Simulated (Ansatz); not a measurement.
H$_{3}$BF$_{2}$Si (SMILES FB(F)[SiH3]), singlet, at a GFN2-xTB geometry; SC-NEVPT2/STO-3G, CASSCF(4,4) in Ansatz (a program for electronic structure).

Ansatz was given this input:
Ansatz 0.2 input:
```yaml
crystal:
  periodic: [false, false, false]
  atoms:
    - {symbol: B, position_ang: [-0.41716568, 0.23206616, -0.27377458]}
    - {symbol: F, position_ang: [-1.60242112, -0.32401038, -0.45036424]}
    - {symbol: F, position_ang: [-0.34519680, 1.42040412, -0.84679148]}
    - {symbol: Si, position_ang: [1.07976019, -0.60868293, 0.71986578]}
    - {symbol: H, position_ang: [1.64365461, 0.29810122, 1.72553149]}
    - {symbol: H, position_ang: [2.18232318, -0.97353314, -0.17758990]}
    - {symbol: H, position_ang: [0.67176937, -1.83088150, 1.41721193]}
basis:
  gaussian:
    orbitals: STO-3G
magnetization: {spin_polarized: false}
correlation: {method: sc_nevpt2, electrons: all, active_space: {window: {electrons: 4, orbitals: 4}}}
```

Question: What does Ansatz print? Leave out banner, timings and long lists.

Answer: 
```
Functional definition: HF
345 factors; integrals over basis functions are off by at most 5.6e-5 eV
mean field evaluation 1: about -13818.1592 eV, gradient 2.7e1 eV
mean field evaluation 2: about -13818.2349 eV, gradient 2.7e1 eV
mean field evaluation 4: about -13820.9393 eV, gradient 1.3e0 eV
mean field evaluation 8: about -13820.9456 eV, gradient 1.5e-5 eV
mean field -13820.94555771 eV, -507.9103810726 hartree, gradient 1.1e-6 eV, S^2 0.000000; 0 other end points of the search recorded, 0 dependent functions left out
reference -13820.94555771 eV, -507.9103810726 hartree; 20, 20 occupied and 7, 7 virtual orbitals, 345 factors
state -13821.86148519 eV, -507.9440407865 hartree
state -13821.86148519 eV, -507.9440407865 hartree; corrected -13824.37155604 eV, -508.0362841890 hartree
state -13821.46589764 eV, -507.9295032122 hartree
state -13821.46589764 eV, -507.9295032122 hartree; corrected -13824.38498587 eV, -508.0367777262 hartree
state -13821.46589764 eV, -507.9295032122 hartree; corrected -13824.38498587 eV, -508.0367777262 hartree
the orbitals are reached from a further start. From the first start the search ends at -13821.86146178 eV, -507.9440399263 hartree
WARN: the results are in doubt because another end's mean lies 0.396 eV lower, and its corrected mean 0.013 eV higher
Total energy: -13824.38498587 eV, -508.0367777262 hartree
In doubt: another end's mean lies 0.396 eV lower, and its corrected mean 0.013 eV higher
```
